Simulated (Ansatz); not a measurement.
The first iterations of a band of H₄NPTe (7 atoms, charge 0, multiplicity 1).

Method: Ansatz 0.2.0, RKS B3LYP/def2-SVP.

```
movable images  : 6
climbing image  : no
spring          : 5.0 eV/Å²
optimiser       : quadratic models (default)
start path      : through a guess of the saddle point
force threshold : 0.05 eV/Å
iteration limit : 60
end points      : relaxed
```

First end point:

```xyz
7
Properties=species:S:1:pos:R:3
N -1.070 0.682 -0.481
P -0.538 -0.008 0.989
Te 1.138 -1.918 0.503
H -1.867 0.212 -0.904
H -0.400 0.964 -1.193
H 0.498 0.938 1.244
H 2.300 -0.938 -0.203
```

Last end point:

```xyz
7
Properties=species:S:1:pos:R:3
N -1.125 0.657 -0.462
P -0.339 -0.077 0.867
Te 2.052 -0.776 0.181
H -1.625 0.007 -1.066
H -0.650 1.366 -1.018
H 0.170 1.126 1.441
H 1.579 -2.371 0.012
```

| iteration | highest image above the first end (eV) | largest band force component (eV/Å) |
| --- | --- | --- |
| 1 | 19.328 | 55.546 |
| 2 | 9.277 | 29.811 |
| 3 | 3.976 | 14.694 |
| 4 | 1.589 | 7.234 |
| 5 | 0.587 | 3.600 |

Does the band converge within its limit, and where does its top end?

The forces met the threshold. It ended after 16 iterations with the highest image 0.127 eV above the first end. No image climbed, so the highest image needn't sit at the top of the path.

Run time: 5.7 min on 1 thread of Arm Neoverse V1, on a shared host, peak memory 0.16 GiB.
